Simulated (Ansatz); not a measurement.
Gas-phase electronic energies from Ansatz, PBE0-D4/def2-TZVP geometries. CCSD(T)/CBS is the MP2 limit (def2-TZVPP, def2-QZVPP) plus CCSD(T) − MP2 in def2-TZVPP, frozen cores. This one scheme is used for every species. Functionals use def2-TZVPP. B3LYP here is the variant with VWN-RPA as its local correlation; programs differ in this. One conformer a species, not always the lowest.

Consider the formal exchange of groups at the Si–C bond: `O[SiH2]C[SiH2]S` + `BOCF` → `FCOB[SiH2]S` + `C[SiH2]O`.

```tsv
level	ΔE (kJ/mol)	difference from CCSD(T)/CBS
PBE-D4	19.5	-11.7
r2SCAN-D4	26.3	-4.9
PBE0-D4	24.5	-6.7
B3LYP-D4	26.8	-4.4
ωB97X-V	28.5	-2.7
ωB97M-V	33.4	2.2
B2PLYP	28.2	-3.0
PBE	16.6	-14.6
r2SCAN	25.6	-5.6
PBE0	21.9	-9.3
B3LYP	22.1	-9.1
HF/def2-TZVPP	31.6	0.4
MP2/def2-TZVPP	38.0	6.8
SCS-MP2/def2-TZVPP	35.6	4.4
CCSD/def2-TZVPP	30.2	-1.0
CCSD(T)/def2-TZVPP	30.2	-1.0
HF/def2-QZVPP	32.4	1.2
MP2/def2-QZVPP	38.8	7.6
SCS-MP2/def2-QZVPP	36.3	5.1
HF/CBS(def2)	32.5	1.3
MP2/CBS(def2)	39.0	7.8
CCSD/CBS(def2)	31.2	0.0
CCSD(T)/CBS	31.2	0
```

Largest T1 diagnostic among the species: 0.013.

From PBE to PBE0 (25 % exact exchange), in def2-TZVPP and without D4, ΔE moves by +5.3 kJ/mol. The D4 term adds +4.7 kJ/mol with B3LYP and +2.5 kJ/mol with PBE0; it sums over pairs of atoms, weighted by their polarisabilities, and B3LYP, whose exchange is more repulsive, gets the larger term.
